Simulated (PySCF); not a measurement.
Species: C5H8O2.
Cartesian coordinates in Å at the GFN2-xTB level; atoms count from 1:
```
atom  x, y, z in Å
O1     0.926    0.214   -2.091
C2     1.739    0.935   -1.200
C3     1.139    1.094    0.176
C4    -0.062    0.692    0.458
C5    -1.237    0.177    0.652
C6    -1.421   -1.283    1.000
O7    -1.670   -2.050   -0.158
H8     0.050    0.617   -2.100
H9     2.673    0.370   -1.126
H10    1.976    1.932   -1.606
H11    1.767    1.581    0.907
H12   -2.138    0.758    0.505
H13   -0.531   -1.656    1.525
H14   -2.297   -1.418    1.638
H15   -0.918   -1.956   -0.756
```

Method used: PBE0/def2-SVPD in PySCF (dipole) on a GFN2-xTB geometry, gas phase.

Masses are those of the commonest isotopes; rigid-rotor values at the optimised geometry. The values belong to one conformer with, in the numbering `[OH:1][CH2:2][CH:3]=[C:4]=[CH:5][CH2:6][OH:7]`, H–O1–C2–C3 53°, O1–C2–C3–C4 -5°, C4–C5–C6–O7 -95°, C5–C6–O7–H 60°.

(1) Give the principal moments of inertia and the rotational constants in MHz.

(2) Classify the top.

(3) Is it planar, by Δ = Ic − Ia − Ib?

(4) List the rotational levels J(Ka,Kc) to J = 4 (MHz).

(5) Which types of transition are allowed, and where do some lines up to J = 4 fall?

(6) Estimate the classical rotational partition function at 10 K, 100 K and 298.15 K.

Answers

(1) Ia = 108.90, Ib = 335.71, Ic = 411.29 u·Å²; 505379 MHz·u·Å²/I gives A = 4641, B = 1505, C = 1229 MHz.

(2) An asymmetric top: κ = (2 × 1505 − 4641 − 1229)/(4641 − 1229) = -0.84.

(3) Not planar: Δ = Ic − Ia − Ib = -33.32 u·Å². For a rigid frame Δ = −2 Σ m c², so Σ m c² = 16.66 u·Å² lies off the ab plane: 8.06 from hydrogen and 8.59 from heavier atoms. The atom farthest from that plane is 1.61 Å away.

(4) Above 0(0,0):
J = 1: 1(0,1) 2734, 1(1,1) 5870, 1(1,0) 6146
J = 2: 2(0,2) 8185, 2(1,2) 11061, 2(1,1) 11891, 2(2,1) 21297, 2(2,0) 21315
J = 3: 3(0,3) 16318, 3(1,3) 18838, 3(1,2) 20497, 3(2,2) 29500, 3(2,1) 29587, 3(3,1) 45879, 3(3,0) 45880
J = 4: 4(0,4) 27083, 4(1,4) 29188, 4(1,3) 31950, 4(2,3) 40423, 4(2,2) 40681, 4(3,2) 56849, 4(3,1) 56853, 4(4,1) 79735, 4(4,0) 79735

(5) The dipole components are |μa| = 1.56 D, |μb| = 2.01 D, |μc| = 0.14 D. The squared components, which scale the intensities, stand as 0.60 : 1.00 : 0.01 (a : b : c). Some lines, for components of 0.1 D or more:

| type | branch | J(Ka,Kc) | MHz | lower level (cm⁻¹) |
| --- | --- | --- | --- | --- |
| c | Q | 4(1,4) ← 4(0,4) | 2105 | 0.903 |
| a | Q | 4(1,3) ← 4(1,4) | 2762 | 0.974 |
| c | Q | 1(1,1) ← 1(0,1) | 3135 | 0.091 |
| b | Q | 1(1,0) ← 1(0,1) | 3412 | 0.091 |
| b | Q | 4(1,3) ← 4(0,4) | 4867 | 0.903 |
| a | R | 2(1,2) ← 1(1,1) | 5192 | 0.196 |
| c | R | 1(1,0) ← 0(0,0) | 6146 | 0.000 |
| a | R | 3(1,3) ← 2(1,2) | 7777 | 0.369 |
| a | R | 3(0,3) ← 2(0,2) | 8133 | 0.273 |
| b | R | 4(0,4) ← 3(1,3) | 8245 | 0.628 |
| a | R | 3(2,1) ← 2(2,0) | 8272 | 0.711 |
| c | Q | 3(2,2) ← 3(1,2) | 9003 | 0.684 |
| c | Q | 2(2,1) ← 2(1,1) | 9406 | 0.397 |
| b | Q | 3(2,2) ← 3(1,3) | 10662 | 0.628 |
| a | R | 4(2,2) ← 3(2,1) | 11094 | 0.987 |
| b | R | 4(1,4) ← 3(0,3) | 12871 | 0.544 |
| b | R | 2(2,0) ← 1(1,1) | 15445 | 0.196 |
| c | Q | 4(3,2) ← 4(2,2) | 16168 | 1.357 |
| c | Q | 3(3,1) ← 3(2,1) | 16292 | 0.987 |
| b | Q | 4(3,2) ← 4(2,3) | 16426 | 1.348 |
| b | R | 3(2,2) ← 2(1,1) | 17609 | 0.397 |
| c | Q | 4(4,1) ← 4(3,1) | 22881 | 1.896 |
| b | Q | 4(4,0) ← 4(3,1) | 22881 | 1.896 |
| b | Q | 4(4,1) ← 4(3,2) | 22886 | 1.896 |
| b | R | 3(3,1) ← 2(2,0) | 24564 | 0.711 |
| c | R | 4(4,0) ← 3(3,0) | 33855 | 1.530 |

(6) Point group C1, symmetry number σ = 1; q = (√π/σ)·√((kT/h)³/(ABC)), k/h = 20836.6 MHz/K: 1820 at 10 K, 57500 at 100 K, 296000 at 298.15 K.

Whether it is a minimum is left open (no frequencies). Zero-point vibration and centrifugal distortion are left out.

Time: 25 s; peak memory 0.85 GiB. Hardware: Arm Neoverse V2, one thread, shared host with 192 logical CPUs at a one-minute load of 57. This is the PBE0/def2-SVPD job that gave the dipole, with the excitations it also computed.
